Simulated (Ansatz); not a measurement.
Geometry optimisation, RKS r2SCAN-D4/def2-SVP (Ansatz 0.2.0).

Input file:

```yaml
crystal:
  periodic: [false, false, false]
  atoms:
    - { symbol: B, position_ang: [-0.9054, -0.2027, 0.2999] }
    - { symbol: O, position_ang: [-1.214, 1.3173, -0.5108] }
    - { symbol: O, position_ang: [-0.9099, -1.209, -0.6206] }
    - { symbol: O, position_ang: [-1.5486, -0.3075, 1.486] }
    - { symbol: H, position_ang: [0.009, 1.328, -0.1437] }
    - { symbol: O, position_ang: [0.7002, 0.4681, 0.4998] }
    - { symbol: C, position_ang: [1.7684, -0.1298, -0.1939] }
    - { symbol: H, position_ang: [-1.2408, 1.1243, -1.4474] }
    - { symbol: H, position_ang: [-1.3649, -1.9884, -0.3071] }
    - { symbol: H, position_ang: [-1.4652, 0.4597, 2.046] }
    - { symbol: H, position_ang: [2.5652, -0.3461, 0.5221] }
    - { symbol: H, position_ang: [1.4488, -1.06, -0.6701] }
    - { symbol: H, position_ang: [2.1573, 0.5461, -0.9601] }
basis:
  gaussian: { orbitals: def2-SVP }
hamiltonian:
  xc: r2scan
  dispersion: d4
relax:
  f_tol: 0.15
  max_steps: 25
  restrain:
    - { distance: [0, 5], at: 1.5, k: 30.0 }
    - { distance: [4, 1], at: 0.97, k: 30.0 }
    - { distance: [0, 1], at: 2.8, k: 30.0 }
    - { distance: [4, 5], at: 2.27, k: 30.0 }
```

Run as:

```bash
$ ansatz run input.yaml --threads 4 --pin off --max-ram 5120MiB --backend cpu --events-out ev --progress --plain --runs-dir out
```

Q: Where does it end, and by what steps?

A: The run converged. The restraints hold the end off the free minimum; the threshold counts their pulls, which the force column leaves out. Restrained pairs: B1–O6 (1.75 → 1.43 Å), O2–H5 (1.28 → 0.97 Å), B1–O2 (1.75 → 2.80 Å), H5–O6 (1.28 → 2.27 Å). After 11 steps the energy has fallen by 1.204 eV (the restraints' own energy left out); O2 moved furthest, 0.68 Å.

```
step  energy less start (eV)  largest force component (eV/Å)  accepted
   0                  0.0000                           2.110       yes
   1                  0.0896                           3.443       yes
   2                 -0.4256                           3.759       yes
   3                 -0.8017                           1.611       yes
   4                 -0.9030                           2.791       yes
   5                 -1.1443                           1.824       yes
   6                 -1.1892                           1.688       yes
   7                 -1.1628                           1.754        no
   8                 -1.1952                           1.724       yes
   9                 -1.1993                           1.754       yes
  10                 -1.1997                           1.796       yes
  11                 -1.2039                           1.764       yes
```

```xyz
13
Properties=species:S:1:pos:R:3
B -0.630 -0.531 0.606
O -1.022 1.714 -1.023
O -0.853 -1.265 -0.524
O -1.575 -0.399 1.571
H -0.295 1.770 -0.385
O 0.653 0.081 0.798
C 1.681 -0.154 -0.146
H -0.847 0.868 -1.463
H -1.752 -1.618 -0.533
H -1.266 0.159 2.296
H 2.653 -0.030 0.358
H 1.624 -1.169 -0.574
H 1.630 0.574 -0.980
```

Time of the run: 47 s on 4 threads of Arm Neoverse N1 (shared host), peak memory 0.19 GiB.
